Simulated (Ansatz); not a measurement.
Consider the isomerisation: `C=C[Si](O)O`• → `CC(=O)O[SiH2]`•.

Program: Ansatz. Geometries: PBE0-D4/def2-TZVP. ΔE: electronic, gas phase. CCSD(T)/CBS adds triple-zeta CCSD(T) − MP2 to the extrapolated MP2 energy (def2 sets, frozen cores). Functionals use def2-TZVPP. B3LYP here is the variant with VWN-RPA as its local correlation; programs differ in this. HSE06 is defined as in plane-wave codes. Open shells (•) are unrestricted, without spin–orbit coupling. One conformer a species, not always the lowest.

```csv
level,ΔE (kJ/mol),difference from CCSD(T)/CBS
LDA (SPW92),77.8,-32.5
PBE-D4,81.3,-29.0
revPBE-D4,78.4,-31.9
BLYP-D4,89.1,-21.2
r2SCAN-D4,89.1,-21.2
PBE0-D4,86.4,-23.9
r2SCANh-D4,91.1,-19.2
r2SCAN0-D4,93.7,-16.6
HSE06-D4,86.8,-23.5
BHLYP-D4,96.6,-13.7
CAM-B3LYP-D4,89.7,-20.6
ωB97X-V,80.6,-29.7
ωB97M-V,93.7,-16.6
B2PLYP,95.2,-15.1
PBE-QIDH,92.2,-18.1
PBE,80.3,-30.0
revPBE,79.3,-31.0
BLYP,87.5,-22.8
PBE0,85.6,-24.7
B3LYP,91.4,-18.9
r2SCANh,91.0,-19.3
r2SCAN0,93.5,-16.8
HSE06,86.0,-24.3
BHLYP,94.6,-15.7
CAM-B3LYP,88.8,-21.5
LC-ωPBE,80.4,-29.9
RPA@PBE/def2-TZVPP,84.2,-26.1
HF/def2-SVP,39.4,-70.9
MP2/def2-SVP,26.0,-84.3
CCSD/def2-SVP,36.4,-73.9
CCSD(T)/def2-SVP,31.6,-78.7
HF/def2-TZVPP,87.0,-23.3
SCS-MP2/def2-TZVPP,86.8,-23.5
CCSD/def2-TZVPP,99.8,-10.5
CCSD(T)/def2-TZVPP,97.9,-12.4
MP2/def2-QZVPP,101.8,-8.5
SCS-MP2/def2-QZVPP,94.8,-15.5
HF/CBS(def2),89.2,-21.1
MP2/CBS(def2),106.4,-3.9
CCSD/CBS(def2),112.1,1.8
CCSD(T)/CBS,110.3,0
```

Largest T1 diagnostic among the species: 0.022.

At CCSD(T), def2-SVP lies −78.7 kJ/mol from the extrapolated value and def2-TZVPP −12.4 kJ/mol. From PBE to PBE0 (25 % exact exchange), in def2-TZVPP and without D4, ΔE moves by +5.3 kJ/mol. In def2-TZVPP, CCSD(T) changes the Hartree–Fock value by +11.0 kJ/mol (the triples alone add −1.8 kJ/mol) and MP2 by +7.1 kJ/mol.

CCSD(T)/CBS has its own doubt, a few kJ/mol and more with outer-core shells, so smaller differences from it don't rank the levels.
